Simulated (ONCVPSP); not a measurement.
# Cutoff test, Ni (Z = 28), ONCV

```json
{"Element": "nickel (Ni)", "Generator": "ONCVPSP 4.0.1", "Type": "optimised norm-conserving Vanderbilt (ONCV)", "Functional": "PBE", "Relativity": "scalar-relativistic", "Frozen core": "[Ne]", "Valence charge": "18", "Reference configuration": "3s2 3p6 3d8 4s1.5 (charge +0.5)", "Partial waves": "3s+4s: rc 1.00 bohr, ncon 5, nbas 9, qcut 14 1/bohr, 2 projectors; 3p: rc 0.75 bohr, ncon 4, nbas 7, qcut 12.9 1/bohr, 3 projectors, debl 2.7 Ha; 3d: rc 0.90 bohr, ncon 4, nbas 8, qcut 19.6 1/bohr, 2 projectors, debl 0.6 Ha", "Local potential": "polynomial inside 0.65 bohr (lpopt 5, dvloc0 2 Ha)", "Core correction": "polynomial model core, fcfact 0.7"}
```

In the p channel the program set the typed energies aside and used -2.784, 0.250, 2.950 Ha.

Q: For each optimised wave give the share of its norm inside rc, the residual kinetic energy above qcut (Ha) and the cutoffs (Ha) for errors of 10, 1, 0.1 and 0.01 mHa per electron.

A:

| wave | norm inside rc | residual KE | 10 mHa | 1 mHa | 0.1 mHa | 0.01 mHa |
| --- | --- | --- | --- | --- | --- | --- |
| 3s | 0.838 | 2.7e-06 | 57.0 | 71.4 | 82.7 | 92.1 |
| 4s | 0.031 | 3.7e-07 | 39.7 | 58.5 | 73.2 | 84.9 |
| 3p | 0.519 | 4.1e-04 | 32.0 | 74.2 | 192.6 | 259.1 |
| p projector 2 | 0.043 | 5.3e-05 | 24.1 | 35.5 | 76.8 | 211.7 |
| p projector 3 | 0.036 | 1.1e-04 | 26.2 | 38.8 | 86.4 | 223.2 |
| 3d | 0.536 | 1.1e-07 | 104.5 | 128.6 | 148.0 | 163.8 |
| d projector 2 | 0.025 | 2.5e-09 | 67.5 | 98.4 | 124.3 | 145.3 |

The occupied waves need 129 Ha and 193 Ha for 1 and 0.1 mHa. Note: ghosts flagged at negative energy: p at -6175.2 eV; GHOST(+) flags only above 600 eV. A true bound ghost makes a file unfit for plane-wave use.
